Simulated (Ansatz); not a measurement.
VO2. Total charge 0; quartet. Geometry PBE-D4/def2-TZVP; atoms count from 1.

```tsv
atom	x (Å)	y (Å)	z (Å)
V1	0.560	0.257	0.937
O2	-0.565	0.517	-0.475
O3	0.005	-0.774	-0.462
```

The structure holds one bond between oxygen atoms, so isomers without such links may lie far lower. The charge 0 quartet is spin-contaminated (final ⟨S²⟩ up to 3.89, 3.75 for a pure state). The structure comes from a short search, and lower isomers may exist.

(1) Estimate the Mulliken populations from the PBE0/def2-TZVP orbitals of Ansatz.

(2) Where does the spin sit?

(3) And the Mayer bond orders between heavy atoms (over 0.3)?

## Answers

(1) 
| atom | charge (e) | spin (α − β) | d electrons |
| --- | --- | --- | --- |
| V1 | 0.72 | 3.36 | 3.57 |
| O2 | -0.36 | -0.18 | – |
| O3 | -0.36 | -0.18 | – |
Mulliken values depend strongly on the basis.

(2) Summed by element: V 3.36, O -0.36, of 3 unpaired in all. Largest on single atoms: V1 3.36, O3 -0.18, O2 -0.18.

(3) V1–O2 1.04 (1.82 Å); V1–O3 1.04 (1.82 Å); O2–O3 0.91 (1.41 Å).
